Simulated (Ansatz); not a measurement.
Start from `[CH3][Al]([F])[BH]O` and change one atom or group to get `O[BH][AlH][F]`.

Ansatz, PBE0-D4/def2-TZVP geometries, multiplicity 1. Each molecule was computed in one conformer, which needn't be the lowest.

| property | `[CH3][Al]([F])[BH]O` |
| --- | --- |
| size of the dipole moment (PBE/def2-TZVPP) / D | 2.76 |
| size of the dipole moment (ωB97M-V/def2-TZVPP) / D | 2.73 |
| HOMO–LUMO gap (PBE/def2-TZVPP) / eV | 3.45 |
| size of the dipole moment (B3LYP/def2-TZVPP) / D | 2.75 |
| LUMO energy (PBE/def2-TZVPP) / eV | -2.34 |
| LUMO energy (PBE0/def2-TZVPP) / eV | -1.45 |

Task: Give the same properties after the change, and the shifts. (Best estimate.)

Result: Ansatz gave: 
```csv
property,`O[BH][AlH][F]`,shift
size of the dipole moment (PBE/def2-TZVPP) / D,3.07,0.31
size of the dipole moment (ωB97M-V/def2-TZVPP) / D,3.05,0.32
HOMO–LUMO gap (PBE/def2-TZVPP) / eV,3.62,0.17
size of the dipole moment (B3LYP/def2-TZVPP) / D,3.07,0.32
LUMO energy (PBE/def2-TZVPP) / eV,-2.43,-0.09
LUMO energy (PBE0/def2-TZVPP) / eV,-1.55,-0.10
```

With PBE0 the HOMO falls by 0.26 eV and the LUMO falls by 0.10 eV, so the gap widens by about 0.16 eV. PBE moves the HOMO by -0.26 eV and ωB97M-V by -0.26 eV. Dipoles are sizes alone; their direction can turn.

B3LYP here is the variant with VWN-RPA as its local correlation; programs differ in this.
